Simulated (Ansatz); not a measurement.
This geometry of CH₄AsNa (7 atoms, charge 0, multiplicity 1) is a first-order saddle point.

Method: RKS B3LYP/def2-SVP in Ansatz.

```xyz
7
Properties=species:S:1:pos:R:3
C -0.750 0.489 -0.180
As 0.816 0.015 1.023
Na 1.189 -2.644 0.378
H -0.395 1.001 -1.085
H -1.402 1.181 0.374
H -1.358 -0.375 -0.485
H 1.900 0.334 -0.025
```

Which two structures does it join? (They come from a converged band through this point; their orientation in space is the band's.)

No bond is made or broken. The dihedral H4–C1–As2–Na3 goes from -162 to -39°. The two ends are copies of one structure, up to a mirror image or an exchange of like atoms.

Initial state:

```xyz
7
Properties=species:S:1:pos:R:3
C -0.710 0.523 -0.190
As 0.988 0.151 0.841
Na 0.957 -2.613 0.860
H -0.683 1.556 -0.570
H -1.560 0.439 0.504
H -0.884 -0.155 -1.038
H 1.892 0.100 -0.407
```

Final state:

```xyz
7
Properties=species:S:1:pos:R:3
C -0.749 0.465 -0.190
As 0.684 -0.131 1.104
Na 1.338 -2.587 0.021
H -0.550 0.210 -1.240
H -0.872 1.557 -0.114
H -1.698 -0.005 0.110
H 1.848 0.492 0.308
```

How far does it lie above each of them?

0.048 eV above the first and 0.048 eV above the second. This is the barrier of this one path; another mechanism may lie lower.

The run took 3.9 min on 1 thread of Intel(R) Xeon(R) Processor @ 2.70GHz (shared host), peak memory 0.18 GiB.
